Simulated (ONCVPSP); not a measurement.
# How hard is this Ga ONCV potential?

* Element: Ga
* Generator: ONCVPSP 4.0.1
* Type: optimised norm-conserving Vanderbilt (ONCV)
* Functional: BLYP
* Relativity: scalar-relativistic
* Frozen core: [Ne]
* Valence charge: 21
* Reference configuration: 3s2 3p6 3d10 4s1.5 (charge +1.5)
* Partial waves: 3s+4s: rc 1.15 bohr, ncon 4, nbas 7, qcut 13.6 1/bohr, 2 projectors; 3p: rc 1.00 bohr, ncon 4, nbas 8, qcut 15.7 1/bohr, 2 projectors, debl 1.2 Ha; 3d: rc 1.00 bohr, ncon 3, nbas 8, qcut 13.1 1/bohr, local
* Local potential: the d channel
* Core correction: none

In the p channel the program set the typed energies aside and used -4.146, 0.250 Ha.

Problem. For each optimised wave give the share of its norm inside rc, the residual kinetic energy above qcut (Ha) and the cutoffs (Ha) for errors of 10, 1, 0.1 and 0.01 mHa per electron.

Solution.

```
         wave  norm inside rc  residual KE  10 mHa  1 mHa  0.1 mHa  0.01 mHa
           3s           0.963      5.4e-08    40.0   54.2     65.7      75.0
           4s           0.067      2.3e-08    28.2   48.0     61.8      72.7
           3p           0.877      1.5e-08    45.5   58.3     69.9      80.4
p projector 2           0.019      3.2e-09    29.3   42.9     54.8      64.7
           3d           0.745      1.9e-04    67.7   77.9    119.7     373.2
```

The occupied waves need 78 Ha and 120 Ha for 1 and 0.1 mHa. Note: ghosts flagged at negative energy: s at -156.0 eV; no localised positive-energy state flagged. A true bound ghost makes a file unfit for plane-wave use.
